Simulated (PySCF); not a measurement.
Dipole moment and polarisability across levels of theory

C2H10AlN.
Geometry (PBE0-D3(BJ)/def2-SVP, Å), atoms numbered from 1 in this order:
```xyz
14
C2H10AlN angstrom
C      1.642    0.733   -0.171
C      1.045   -0.656   -0.402
Al    -0.618   -1.049    0.614
N     -1.840    0.502   -0.028
H      0.961    1.543   -0.493
H      2.587    0.901   -0.719
H      1.856    0.912    0.896
H      0.873   -0.822   -1.483
H      1.791   -1.423   -0.122
H     -0.609   -0.702    2.188
H     -1.515   -2.298    0.134
H     -2.749    0.474    0.437
H     -1.420    1.410    0.176
H     -2.010    0.460   -1.034
```

PySCF, dipoles from the SCF density, polarisabilities from static response with core orbitals frozen. Isolated species at its PBE0-D3(BJ)/def2-SVP geometry (one conformer only).

The anisotropy is √(½[(α1 − α2)² + (α2 − α3)² + (α3 − α1)²]).

```json
{"level": "HF/def2-SVPD", "μ (D)": "5.141", "α (Å³)": "9.35", "anisotropy (Å³)": "1.24"}
{"level": "PBE0/6-31+G*", "μ (D)": "5.141", "α (Å³)": "9.31", "anisotropy (Å³)": "1.53"}
{"level": "PBE0/aug-cc-pVDZ", "μ (D)": "4.940", "α (Å³)": "10.48", "anisotropy (Å³)": "1.67"}
{"level": "PBE0/def2-TZVP", "μ (D)": "5.039", "α (Å³)": "9.65", "anisotropy (Å³)": "1.63"}
{"level": "PBE0/def2-TZVPD", "μ (D)": "4.954", "α (Å³)": "10.39", "anisotropy (Å³)": "1.64"}
```

The dipole runs from 4.94 D (PBE0/aug-cc-pVDZ) to 5.14 D (HF/def2-SVPD). No reference polarisability is at hand; against PBE0 in the largest diffuse basis at hand (def2-TZVPD) the other PBE0 rows deviate by 6-31+G* -10%, aug-cc-pVDZ +1%, def2-TZVP -7%. With PBE0 the polarisability is 9.65 Å³ without diffuse functions (def2-TZVP) and 10.06 Å³ with them (mean of 6-31+G*, aug-cc-pVDZ and def2-TZVPD).

Without π bonds the low states are Rydberg-like; a valence basis with one diffuse set may place them up to an eV too high.
